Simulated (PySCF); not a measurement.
hydrogen chloride (HCl), singlet, at a GFN2-xTB geometry; CCSD/def2-TZVPP run with PySCF.

Here is a job for PySCF.
```python
from pyscf import gto, scf, cc

mol = gto.Mole()
mol.atom = '''
    Cl   -0.000000   -0.000000   -0.070946
    H     0.000000    0.000000    1.206076
'''
mol.basis = 'def2-tzvpp'
mol.charge = 0
mol.spin = 0
mol.verbose = 4
mol.max_memory = 1800
mol.build()

mf = scf.RHF(mol)
mf.kernel()

mycc = cc.CCSD(mf, frozen=5)
mycc.kernel()
print('E(CCSD) = %.10f' % mycc.e_tot)
```

Problem. Predict the main parts of the log of this PySCF run.

Solution. 
```
PySCF version 2.14.0

[INPUT] verbose = 4
[INPUT] num. atoms = 2
[INPUT] num. electrons = 18
[INPUT] charge = 0
[INPUT] spin (= nelec alpha-beta = 2S) = 0
[INPUT] symmetry False subgroup None
[INPUT] Mole.unit = angstrom
[INPUT] Symbol           X                Y                Z      unit          X                Y                Z       unit  Magmom
[INPUT]  1 Cl     0.000000000000   0.000000000000  -0.070946000000 AA    0.000000000000   0.000000000000  -0.134068509633 Bohr   0.0
[INPUT]  2 H      0.000000000000   0.000000000000   1.206076000000 AA    0.000000000000   0.000000000000   2.279153325411 Bohr   0.0

nuclear repulsion = 7.04452435873462
number of shells = 20
number of NR pGTOs = 79
number of NR cGTOs = 56
basis = def2-tzvpp
ecp = {}

******** <class 'pyscf.scf.hf.RHF'> ********
method = RHF
initial guess = minao
damping factor = 0
level_shift factor = 0
DIIS = <class 'pyscf.scf.diis.CDIIS'>
diis_start_cycle = 1
diis_space = 8
diis_damp = 0
SCF conv_tol = 1e-09
SCF conv_tol_grad = None
SCF max_cycles = 50
direct_scf = True
direct_scf_tol = 1e-13
Set gradient conv threshold to 3.16228e-05
Initial guess from minao.
init E= -459.989064136223
  HOMO = -0.451519142183297  LUMO = 0.078281540867092  gap/eV = 14.41661
cycle= 1 E= -460.082218540599  delta_E= -0.0932  |g|= 0.218  |ddm|= 0.766
  HOMO = -0.462170126241808  LUMO = 0.108611443264245  gap/eV = 15.53176
cycle= 2 E= -460.09717066966  delta_E= -0.015  |g|= 0.0943  |ddm|= 0.233
  HOMO = -0.475525462061714  LUMO = 0.122632789805071  gap/eV = 16.27672
cycle= 3 E= -460.098877440293  delta_E= -0.00171  |g|= 0.0186  |ddm|= 0.0519
  HOMO = -0.475048920103869  LUMO = 0.126334941537213  gap/eV = 16.36449
cycle= 4 E= -460.099079685486  delta_E= -0.000202  |g|= 0.00665  |ddm|= 0.0189
  HOMO = -0.475014512473695  LUMO = 0.126691447272297  gap/eV = 16.37325
cycle= 5 E= -460.099110515719  delta_E= -3.08e-05  |g|= 0.00103  |ddm|= 0.00898
  HOMO = -0.47499554026028  LUMO = 0.126675628120378  gap/eV = 16.37231
cycle= 6 E= -460.099111185169  delta_E= -6.69e-07  |g|= 0.000245  |ddm|= 0.00139
  HOMO = -0.475064253446438  LUMO = 0.12665639548397  gap/eV = 16.37365
cycle= 7 E= -460.099111213088  delta_E= -2.79e-08  |g|= 4.33e-05  |ddm|= 0.000382
  HOMO = -0.475056417121309  LUMO = 0.126660466729842  gap/eV = 16.37355
cycle= 8 E= -460.099111213803  delta_E= -7.15e-10  |g|= 6.81e-06  |ddm|= 5.85e-05
  HOMO = -0.47505884553654  LUMO = 0.126660079371849  gap/eV = 16.37361
Extra cycle  E= -460.099111213822  delta_E= -1.93e-11  |g|= 2.44e-06  |ddm|= 8.56e-06
converged SCF energy = -460.099111213822

******** <class 'pyscf.cc.ccsd.CCSD'> ********
CC2 = 0
CCSD nocc = 4, nmo = 51
frozen orbitals 5
max_cycle = 50
direct = 0
conv_tol = 1e-07
conv_tol_normt = 1e-05
diis_space = 6
diis_start_cycle = 0
diis_start_energy_diff = 1e+09
Init t2, MP2 energy = -460.302663761131  E_corr(MP2) -0.203552547309116
Init E_corr(CCSD) = -0.203552547310871
cycle = 1  E_corr(CCSD) = -0.219024589673407  dE = -0.0154720424  norm(t1,t2) = 0.0284942
cycle = 2  E_corr(CCSD) = -0.222883836498486  dE = -0.00385924683  norm(t1,t2) = 0.00883658
cycle = 3  E_corr(CCSD) = -0.224214428653086  dE = -0.00133059215  norm(t1,t2) = 0.00320801
cycle = 4  E_corr(CCSD) = -0.224251946071268  dE = -3.75174182e-05  norm(t1,t2) = 0.000493423
cycle = 5  E_corr(CCSD) = -0.224219344907582  dE = 3.26011637e-05  norm(t1,t2) = 0.000124651
cycle = 6  E_corr(CCSD) = -0.224219780653302  dE = -4.35745719e-07  norm(t1,t2) = 2.3702e-05
cycle = 7  E_corr(CCSD) = -0.224220661868802  dE = -8.812155e-07  norm(t1,t2) = 6.28152e-06
cycle = 8  E_corr(CCSD) = -0.224220574888949  dE = 8.69798536e-08  norm(t1,t2) = 1.77896e-06
CCSD converged
E(CCSD) = -460.3233317887109  E_corr = -0.2242205748889487
E(CCSD) = -460.3233317887
```
